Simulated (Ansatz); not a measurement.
Input for Ansatz (development build ahead of 0.2.0):

```yaml
crystal:
  periodic: [false, false, false]
  atoms:
    - { symbol: Li, position_ang: [0.0, 0.0, 0.0] }
basis:
  gaussian: { orbitals: cc-pVTZ }
magnetization:
  spin_polarized: true
  initial_magnetization: 1
hamiltonian:
  xc: hf
correlation:
  method: mp2
  frozen_orbitals: { Li: 0 }
```

The input is written out in the form of the current development build from the run's settings.

Results

```
Converged                       : yes
Reference energy                : -7.43270 hartree
Correlation energy              : -0.01119 hartree
Total energy                    : -7.44389 hartree
Spin squared of the determinant : 0.750
```
